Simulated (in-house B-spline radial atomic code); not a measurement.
RPA and G0W0 on Hartree-Fock: Ar⁷⁺

Configuration [Ne] 3s1, highest spin, mean-field start Hartree-Fock. Computed with an all-electron radial atomic-structure program (B-spline basis): all electrons, non-relativistic, point nucleus, each spin shell either full or empty, empty states to l = 9 with an (l + 1/2)⁻⁴ tail; G0W0 by contour deformation at full frequency.

Command:
```bash
python run_gw.py task.json out
```
Settings (radii: box in bohr, nucleus in fm):
```
Z                        18
electrons                11
configuration            [Ne] 3s1
hamiltonian              nr
method                   hf
lmax                     9
spin_polarised           True
box_radius               8.41
intervals                47
ion_configuration        [He] 2s2 2p6
```

Time taken, with all properties: 1.2 s on 1 thread of Arm Neoverse V2 (shared host).

Energies (hartree):

| term | value |
| --- | --- |
| mean-field total | -511.20324 |
| Hartree-Fock functional on these orbitals | -511.20324 |
| direct second order | -0.66243 |
| second-order exchange | 0.24615 |
| SOSEX correction | 0.23368 |

What is the RPA correlation energy, and what remains with SOSEX?

RPA gives -0.61896 hartree (-1.53 eV per electron); RPA + SOSEX gives -0.38528, and the second-order doubles (MP2) -0.41629 hartree. SOSEX takes back 38 % of the RPA value.

Quasi-particle levels (eV):

```csv
level,occupied,mean field,Σx - vxc,Σc,QP weight,G0W0
3s up,yes,-142.50,0.00,?,?,?
2p down,yes,-397.70,0.00,2.03,0.982,-395.67
2p up,yes,-398.51,0.00,2.14,0.980,-396.36
2s down,yes,-471.36,0.00,3.67,0.952,-467.69
3s down,no,-121.68,0.00,-1.93,0.980,-123.61
```

G0W0 = mean field + (Σx - vxc) + Σc, with Σc (partial-wave tail included) taken at the quasi-particle energy. Only the outer levels were computed.

Where does G0W0 put 3s up?

At -143.95 eV, with Σc = -1.45 eV and a quasi-particle weight of 0.986. The tabulated removal energy is 143.457 ± 0.0012 eV (NIST, semi-empirical); the calculation leaves out relativity, Breit and QED terms, and what these don't explain is the method's own error.

What does it cost to remove one electron (to [He] 2s2 2p6) by differences of total energies, each species on its own start (correlation terms add to the Hartree-Fock functional)?

Hartree-Fock functional 142.46 eV, + RPA 143.56 eV, + RPA + SOSEX 142.90 eV, + second order 142.97 eV. Tabulated: 143.457 ± 0.0012 eV (NIST, semi-empirical); the calculation leaves out relativity, Breit and QED terms, and what these don't explain is the method's own error.
